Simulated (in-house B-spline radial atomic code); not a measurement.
A radial electron density 4πr²n(r) was computed for an atom or ion in its tabulated ground configuration with an all-electron radial atomic-structure program (B-spline basis); method: non-relativistic CAM-B3LYP, spin-polarised, spherical fractional occupations. Columns: r (bohr), 4πr²n(r) (electrons per bohr), bar.

```
 0.00133    2.142 #
 0.00164     3.15 ##
 0.00203    4.627 ##
 0.00251    6.717 ###
 0.00311    9.665 #####
 0.00385    13.68 #######
 0.00476    18.95 #########
 0.00588    25.64 #############
 0.00728    33.81 #################
 0.00901    43.04 #####################
  0.0111    52.31 ##########################
  0.0138    60.86 ##############################
   0.017    66.41 #################################
  0.0211    68.09 ##################################
  0.0261    65.76 #################################
  0.0323    61.73 ###############################
  0.0399    60.22 ##############################
  0.0494    65.11 ################################
  0.0611    76.17 ######################################
  0.0756    87.04 ###########################################
  0.0935    88.83 ############################################
   0.116    79.05 #######################################
   0.143    67.84 ##################################
   0.177    67.01 #################################
   0.219    74.56 #####################################
   0.271    72.86 ####################################
   0.335    53.44 ##########################
   0.415    31.53 ################
   0.513    25.31 #############
   0.634    29.34 ###############
   0.785     27.7 ##############
   0.971    18.26 #########
     1.2    9.804 #####
    1.49    6.259 ###
    1.84    5.214 ###
    2.27    3.944 ##
    2.81    2.273 #
    3.48   0.9701 
     4.3   0.3065 
    5.32  0.06714 
    6.59 0.009297 
    8.15 0.0007604
```

**Question.** Which atom or ion is it?
A. La+
B. I
C. Te
D. Xe

**Answer.** D. The area under the curve, ∫4πr²n dr = ∫r·4πr²n d(ln r) on this logarithmic grid, is 54 electrons, which only this option has. The configuration is [Kr] 4d10 5s2 5p6.
